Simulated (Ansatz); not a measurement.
Reaction (hydrogen abstraction from the Sn–H bond): `[Cl][SnH2][GeH3]` + `[CH3]`• → `[Cl][SnH][GeH3]`• + CH₄

Isolated molecules relaxed with PBE0-D4/def2-TZVP in Ansatz; ΔE leaves out vibrations. CCSD(T)/CBS adds triple-zeta CCSD(T) − MP2 to the extrapolated MP2 energy (def2 sets, frozen cores). This one scheme is used for every species. DFT in def2-TZVPP. No spin–orbit coupling; open shells (•) take unrestricted orbitals. Elements past krypton have def2 core potentials. For Ge, Sn outer-core shells are correlated without core-valence functions, which leaves a few kJ/mol of doubt a bond. Scalar relativity is left out up to krypton.

| level | ΔE (kcal/mol) |
| --- | --- |
| PBE0-D4 | -37.3 |
| HF/def2-QZVPP | -27.8 |

Task: What does CCSD(T)/CBS give? (An estimate is asked.)

Result: Computed: -34.8 kcal/mol. The listed levels differ from it by -2.5, 7.0 kcal/mol.

Task: What do rigid-rotor, harmonic-oscillator terms from PBE0-D4/def2-TZVP frequencies (298.15 K, 1 bar) make of the CCSD(T)/CBS value? (Best estimate.)

Result: Ansatz gave: ΔZPE = +4.5 kcal/mol, ΔH = -30.6 kcal/mol, ΔS = -4 J/(mol·K), ΔG = -30.3 kcal/mol. Open shells count their whole term as degenerate.

Largest T1 diagnostic among the species: 0.014.

From PBE to PBE0 (25 % exact exchange), in def2-TZVPP and without D4, ΔE moves by +2.7 kcal/mol. At CCSD(T), def2-SVP lies −0.9 kcal/mol from the extrapolated value and def2-TZVPP +0.2 kcal/mol. In def2-TZVPP, CCSD(T) changes the Hartree–Fock value by −6.9 kcal/mol (the triples alone add −0.8 kcal/mol) and MP2 by −8.5 kcal/mol.
